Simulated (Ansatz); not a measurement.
Ansatz (an electronic-structure program) input (HF/3-21G): The .json file is the Basis Set Exchange's 3-21G.

Ansatz 0.2 input:
```yaml
crystal:
  periodic: [false, false, false]
  atoms:
    - {symbol: C, position_ang: [-2.12108100, 1.55816400, 0.28338100]}
    - {symbol: Si, position_ang: [-0.92849400, 0.50639400, 1.03782200]}
    - {symbol: C, position_ang: [-1.41965000, -1.32642800, 1.16750300]}
    - {symbol: Si, position_ang: [1.30483300, 0.25142700, 0.09207600]}
    - {symbol: Cl, position_ang: [1.24761000, -0.75670500, -1.80771600]}
    - {symbol: H, position_ang: [-2.51100400, 1.28901200, -0.69752200]}
    - {symbol: H, position_ang: [-2.02800300, 2.63437100, 0.41949300]}
    - {symbol: H, position_ang: [-0.50138700, 0.97180200, 2.40568400]}
    - {symbol: H, position_ang: [-1.57782000, -1.73759200, 0.16700600]}
    - {symbol: H, position_ang: [-0.64562800, -1.92513200, 1.65613300]}
    - {symbol: H, position_ang: [-2.35378500, -1.42547500, 1.72622700]}
    - {symbol: H, position_ang: [1.96411000, 1.55123700, -0.25728300]}
    - {symbol: H, position_ang: [2.41977500, -0.49414600, 0.78756300]}
basis:
  gaussian:
    orbitals: 3-21G.json
hamiltonian:
  xc: {name: HF}
total_charge: -1
relax: {f_tol: 0.003, max_steps: 120}
```

Output:

```
Functional definition: HF
integrals: 0.02 GiB planned
916 factors; integrals over basis functions are off by at most 5.8e-4 eV
mean field: 0.25 GiB planned
mean field evaluation 1: about -30257.5266 eV, gradient 2.7e1 eV
mean field evaluation 2: about -30257.7577 eV, gradient 2.8e1 eV
mean field evaluation 4: about -30260.2369 eV, gradient 2.8e0 eV
mean field evaluation 8: about -30260.2727 eV, gradient 1.5e-1 eV
mean field -30260.27288196 eV, -1112.0445172624 hartree, gradient 2.9e-5 eV, S^2 0.000000; 0 other end points of the search recorded, 0 dependent functions left out
the calculation of the forces begins
reference -30260.27288196 eV, -1112.0445172624 hartree; 33, 33 occupied and 40, 40 virtual orbitals, 916 factors
relax step   1: F+E_penalty+E_count = -30260.27288196 eV  Δ(F+E_penalty+E_count) = +0.000e0 eV  max|allowed force component| = 1.598e0 eV/Å  Δτ_max = 0.0000 Å  (37 SCF iters, accepted)
these checks for a lower state are left out or cut short: starts, cluster_reference, orbital_swaps, neighbouring_geometries, increment
integrals: 0.02 GiB planned
916 factors; integrals over basis functions are off by at most 5.8e-4 eV
mean field: 0.25 GiB planned
mean field evaluation 16: about -30260.4986 eV, gradient 1.8e-3 eV
mean field -30260.49857671 eV, -1112.0528113916 hartree, gradient 9.1e-6 eV, S^2 0.000000; 0 other end points of the search recorded, 0 dependent functions left out
the calculation of the forces begins
reference -30260.49857671 eV, -1112.0528113916 hartree; 33, 33 occupied and 40, 40 virtual orbitals, 916 factors
relax step   2: F+E_penalty+E_count = -30260.49857671 eV  Δ(F+E_penalty+E_count) = -2.257e-1 eV  max|allowed force component| = 5.799e-1 eV/Å  Δτ_max = 0.1734 Å  (36 SCF iters, accepted)
these checks for a lower state are left out or cut short: starts, cluster_reference, orbital_swaps, neighbouring_geometries, increment
integrals: 0.02 GiB planned
916 factors; integrals over basis functions are off by at most 6.0e-4 eV
mean field: 0.25 GiB planned
mean field -30260.57042374 eV, -1112.0554517211 hartree, gradient 9.8e-6 eV, S^2 0.000000; 0 other end points of the search recorded, 0 dependent functions left out
the calculation of the forces begins
reference -30260.57042374 eV, -1112.0554517211 hartree; 33, 33 occupied and 40, 40 virtual orbitals, 916 factors
relax step   3: F+E_penalty+E_count = -30260.57042374 eV  Δ(F+E_penalty+E_count) = -7.185e-2 eV  max|allowed force component| = 6.271e-1 eV/Å  Δτ_max = 0.1602 Å  (37 SCF iters, accepted)
these checks for a lower state are left out or cut short: starts, cluster_reference, orbital_swaps, neighbouring_geometries, increment
integrals: 0.02 GiB planned
916 factors; integrals over basis functions are off by at most 5.9e-4 eV
mean field: 0.25 GiB planned
mean field evaluation 32: about -30260.3132 eV, gradient 9.3e-2 eV
mean field -30260.59111938 eV, -1112.0562122718 hartree, gradient 9.3e-6 eV, S^2 0.000000; 0 other end points of the search recorded, 0 dependent functions left out
the calculation of the forces begins
reference -30260.59111938 eV, -1112.0562122718 hartree; 33, 33 occupied and 40, 40 virtual orbitals, 916 factors
relax step   4: F+E_penalty+E_count = -30260.59111938 eV  Δ(F+E_penalty+E_count) = -2.070e-2 eV  max|allowed force component| = 4.161e-1 eV/Å  Δτ_max = 0.1772 Å  (38 SCF iters, accepted)
these checks for a lower state are left out or cut short: starts, cluster_reference, orbital_swaps, neighbouring_geometries, increment
integrals: 0.02 GiB planned
916 factors; integrals over basis functions are off by at most 5.9e-4 eV
mean field: 0.25 GiB planned
mean field -30260.60297468 eV, -1112.0566479461 hartree, gradient 8.8e-6 eV, S^2 0.000000; 0 other end points of the search recorded, 0 dependent functions left out
the calculation of the forces begins
reference -30260.60297468 eV, -1112.0566479461 hartree; 33, 33 occupied and 40, 40 virtual orbitals, 916 factors
relax step   5: F+E_penalty+E_count = -30260.60297468 eV  Δ(F+E_penalty+E_count) = -1.186e-2 eV  max|allowed force component| = 3.200e-1 eV/Å  Δτ_max = 0.0264 Å  (38 SCF iters, accepted)
these checks for a lower state are left out or cut short: starts, cluster_reference, orbital_swaps, neighbouring_geometries, increment
integrals: 0.02 GiB planned
916 factors; integrals over basis functions are off by at most 5.9e-4 eV
mean field: 0.25 GiB planned
mean field -30260.61113459 eV, -1112.0569478174 hartree, gradient 8.8e-6 eV, S^2 0.000000; 0 other end points of the search recorded, 0 dependent functions left out
the calculation of the forces begins
reference -30260.61113459 eV, -1112.0569478174 hartree; 33, 33 occupied and 40, 40 virtual orbitals, 916 factors
relax step   6: F+E_penalty+E_count = -30260.61113459 eV  Δ(F+E_penalty+E_count) = -8.160e-3 eV  max|allowed force component| = 1.299e-1 eV/Å  Δτ_max = 0.0508 Å  (37 SCF iters, accepted)
these checks for a lower state are left out or cut short: starts, cluster_reference, orbital_swaps, neighbouring_geometries, increment
integrals: 0.02 GiB planned
916 factors; integrals over basis functions are off by at most 5.9e-4 eV
mean field: 0.25 GiB planned
mean field evaluation 64: about -30260.6133 eV, gradient 1.4e-4 eV
mean field -30260.61327913 eV, -1112.0570266276 hartree, gradient 8.8e-6 eV, S^2 0.000000; 0 other end points of the search recorded, 0 dependent functions left out
[...]
mean field -30260.66758784 eV, -1112.0590224358 hartree, gradient 8.3e-6 eV, S^2 0.000000; 0 other end points of the search recorded, 0 dependent functions left out
the calculation of the forces begins
reference -30260.66758784 eV, -1112.0590224358 hartree; 33, 33 occupied and 40, 40 virtual orbitals, 916 factors
relax step  84: F+E_penalty+E_count = -30260.66758784 eV  Δ(F+E_penalty+E_count) = -9.383e-5 eV  max|allowed force component| = 3.341e-2 eV/Å  Δτ_max = 0.0151 Å  (39 SCF iters, accepted)
these checks for a lower state are left out or cut short: starts, cluster_reference, orbital_swaps, neighbouring_geometries, increment
integrals: 0.02 GiB planned
916 factors; integrals over basis functions are off by at most 5.9e-4 eV
mean field: 0.25 GiB planned
mean field evaluation 768: about -30260.6677 eV, gradient 8.3e-6 eV
mean field -30260.66771141 eV, -1112.0590269769 hartree, gradient 8.3e-6 eV, S^2 0.000000; 0 other end points of the search recorded, 0 dependent functions left out
the calculation of the forces begins
reference -30260.66771141 eV, -1112.0590269769 hartree; 33, 33 occupied and 40, 40 virtual orbitals, 916 factors
relax step  85: F+E_penalty+E_count = -30260.66771141 eV  Δ(F+E_penalty+E_count) = -1.236e-4 eV  max|allowed force component| = 2.330e-2 eV/Å  Δτ_max = 0.0247 Å  (39 SCF iters, accepted)
these checks for a lower state are left out or cut short: starts, cluster_reference, orbital_swaps, neighbouring_geometries, increment
integrals: 0.02 GiB planned
916 factors; integrals over basis functions are off by at most 5.9e-4 eV
mean field: 0.25 GiB planned
mean field -30260.66775440 eV, -1112.0590285570 hartree, gradient 8.3e-6 eV, S^2 0.000000; 0 other end points of the search recorded, 0 dependent functions left out
the calculation of the forces begins
reference -30260.66775440 eV, -1112.0590285570 hartree; 33, 33 occupied and 40, 40 virtual orbitals, 916 factors
relax step  86: F+E_penalty+E_count = -30260.66775440 eV  Δ(F+E_penalty+E_count) = -4.300e-5 eV  max|allowed force component| = 1.623e-2 eV/Å  Δτ_max = 0.0185 Å  (39 SCF iters, accepted)
these checks for a lower state are left out or cut short: starts, cluster_reference, orbital_swaps, neighbouring_geometries, increment
integrals: 0.02 GiB planned
916 factors; integrals over basis functions are off by at most 5.9e-4 eV
mean field: 0.25 GiB planned
mean field -30260.66774768 eV, -1112.0590283101 hartree, gradient 8.3e-6 eV, S^2 0.000000; 0 other end points of the search recorded, 0 dependent functions left out
the calculation of the forces begins
reference -30260.66774768 eV, -1112.0590283101 hartree; 33, 33 occupied and 40, 40 virtual orbitals, 916 factors
relax step  87: F+E_penalty+E_count = -30260.66774768 eV  Δ(F+E_penalty+E_count) = +6.718e-6 eV  max|allowed force component| = 2.017e-2 eV/Å  Δτ_max = 0.0156 Å  (39 SCF iters, rejected (line search))
these checks for a lower state are left out or cut short: starts, cluster_reference, orbital_swaps, neighbouring_geometries, increment
integrals: 0.02 GiB planned
916 factors; integrals over basis functions are off by at most 5.9e-4 eV
mean field: 0.25 GiB planned
mean field -30260.66778778 eV, -1112.0590297836 hartree, gradient 8.3e-6 eV, S^2 0.000000; 0 other end points of the search recorded, 0 dependent functions left out
the calculation of the forces begins
reference -30260.66778778 eV, -1112.0590297836 hartree; 33, 33 occupied and 40, 40 virtual orbitals, 916 factors
relax step  88: F+E_penalty+E_count = -30260.66778778 eV  Δ(F+E_penalty+E_count) = -3.338e-5 eV  max|allowed force component| = 6.379e-3 eV/Å  Δτ_max = 0.0076 Å  (39 SCF iters, accepted)
these checks for a lower state are left out or cut short: starts, cluster_reference, orbital_swaps, neighbouring_geometries, increment
integrals: 0.02 GiB planned
916 factors; integrals over basis functions are off by at most 5.9e-4 eV
mean field: 0.25 GiB planned
mean field evaluation 800: about -30260.6678 eV, gradient 8.5e-3 eV
mean field -30260.66778861 eV, -1112.0590298140 hartree, gradient 8.3e-6 eV, S^2 0.000000; 0 other end points of the search recorded, 0 dependent functions left out
the calculation of the forces begins
reference -30260.66778861 eV, -1112.0590298140 hartree; 33, 33 occupied and 40, 40 virtual orbitals, 916 factors
relax step  89: F+E_penalty+E_count = -30260.66778861 eV  Δ(F+E_penalty+E_count) = -8.266e-7 eV  max|allowed force component| = 9.036e-3 eV/Å  Δτ_max = 0.0097 Å  (39 SCF iters, accepted)
these checks for a lower state are left out or cut short: starts, cluster_reference, orbital_swaps, neighbouring_geometries, increment
integrals: 0.02 GiB planned
916 factors; integrals over basis functions are off by at most 5.9e-4 eV
mean field: 0.25 GiB planned
mean field -30260.66780511 eV, -1112.0590304204 hartree, gradient 8.3e-6 eV, S^2 0.000000; 0 other end points of the search recorded, 0 dependent functions left out
the calculation of the forces begins
reference -30260.66780511 eV, -1112.0590304204 hartree; 33, 33 occupied and 40, 40 virtual orbitals, 916 factors
relax step  90: F+E_penalty+E_count = -30260.66780511 eV  Δ(F+E_penalty+E_count) = -1.650e-5 eV  max|allowed force component| = 8.155e-3 eV/Å  Δτ_max = 0.0019 Å  (39 SCF iters, accepted)
these checks for a lower state are left out or cut short: starts, cluster_reference, orbital_swaps, neighbouring_geometries, increment
integrals: 0.02 GiB planned
916 factors; integrals over basis functions are off by at most 5.9e-4 eV
mean field: 0.25 GiB planned
mean field -30260.66780879 eV, -1112.0590305558 hartree, gradient 8.3e-6 eV, S^2 0.000000; 0 other end points of the search recorded, 0 dependent functions left out
the calculation of the forces begins
reference -30260.66780879 eV, -1112.0590305558 hartree; 33, 33 occupied and 40, 40 virtual orbitals, 916 factors
relax step  91: F+E_penalty+E_count = -30260.66780879 eV  Δ(F+E_penalty+E_count) = -3.684e-6 eV  max|allowed force component| = 4.452e-3 eV/Å  Δτ_max = 0.0011 Å  (39 SCF iters, accepted)
these checks for a lower state are left out or cut short: starts, cluster_reference, orbital_swaps, neighbouring_geometries, increment
integrals: 0.02 GiB planned
916 factors; integrals over basis functions are off by at most 5.9e-4 eV
mean field: 0.25 GiB planned
mean field -30260.66781131 eV, -1112.0590306483 hartree, gradient 8.3e-6 eV, S^2 0.000000; 0 other end points of the search recorded, 0 dependent functions left out
the calculation of the forces begins
reference -30260.66781131 eV, -1112.0590306483 hartree; 33, 33 occupied and 40, 40 virtual orbitals, 916 factors
relax step  92: F+E_penalty+E_count = -30260.66781131 eV  Δ(F+E_penalty+E_count) = -2.518e-6 eV  max|allowed force component| = 3.633e-3 eV/Å  Δτ_max = 0.0015 Å  (38 SCF iters, accepted)
these checks for a lower state are left out or cut short: starts, cluster_reference, orbital_swaps, neighbouring_geometries, increment
integrals: 0.02 GiB planned
916 factors; integrals over basis functions are off by at most 5.9e-4 eV
mean field: 0.25 GiB planned
mean field evaluation 832: about -30260.3873 eV, gradient 7.5e-1 eV
mean field -30260.66781373 eV, -1112.0590307373 hartree, gradient 8.3e-6 eV, S^2 0.000000; 0 other end points of the search recorded, 0 dependent functions left out
the calculation of the forces begins
reference -30260.66781373 eV, -1112.0590307373 hartree; 33, 33 occupied and 40, 40 virtual orbitals, 916 factors
relax step  93: F+E_penalty+E_count = -30260.66781373 eV  Δ(F+E_penalty+E_count) = -2.423e-6 eV  max|allowed force component| = 2.286e-3 eV/Å  Δτ_max = 0.0035 Å  (40 SCF iters, accepted)
integrals: 0.02 GiB planned
916 factors; integrals over basis functions are off by at most 5.9e-4 eV
mean field: 0.25 GiB planned
mean field -30260.66781373 eV, -1112.0590307373 hartree, gradient 8.3e-6 eV, S^2 0.000000; 1 other end points of the search recorded, 0 dependent functions left out
the calculation of the forces begins
reference -30260.66781373 eV, -1112.0590307373 hartree; 33, 33 occupied and 40, 40 virtual orbitals, 916 factors
Total energy: -30260.66781373 eV, -1112.0590307373 hartree
Atom 0 at    -1.857689     1.822563     0.675845 Å, force    -0.000849    -0.001889    -0.002286 eV/Å
Atom 1 at    -1.075579     0.341400     1.204532 Å, force     0.000296     0.001845     0.000530 eV/Å
Atom 2 at    -1.762160    -1.374884     0.688106 Å, force     0.000419     0.001368     0.000078 eV/Å
Atom 3 at     1.361488     0.206061     0.051482 Å, force     0.000214     0.000373     0.000363 eV/Å
Atom 4 at     3.012305    -1.481354     0.066343 Å, force     0.000237    -0.000099    -0.000149 eV/Å
Atom 5 at    -2.301025     1.916789    -0.301800 Å, force     0.000258     0.000425     0.000956 eV/Å
Atom 6 at    -1.702175     2.747865     1.205209 Å, force     0.000833    -0.000724     0.000858 eV/Å
Atom 7 at    -0.667470     0.287206     2.641177 Å, force    -0.000233     0.000196    -0.000033 eV/Å
Atom 8 at    -1.923881    -1.417402    -0.384467 Å, force    -0.000135    -0.000098    -0.000610 eV/Å
Atom 9 at    -1.056288    -2.152903     0.958050 Å, force     0.000503    -0.000625     0.000222 eV/Å
Atom 10 at    -2.709713    -1.561633     1.186072 Å, force    -0.000915    -0.000294     0.000510 eV/Å
Atom 11 at     1.282209     0.397640    -1.445055 Å, force     0.000410     0.000369    -0.000280 eV/Å
Atom 12 at     2.249456     1.365581     0.434872 Å, force    -0.001039    -0.000845    -0.000158 eV/Å
Dipole moment:    -0.481049    -0.160318     0.053251 e Å
```

The dipole moment of an ion depends on the origin.

The geometry given is a B3LYP-D3(BJ)/def2-TZVP minimum.
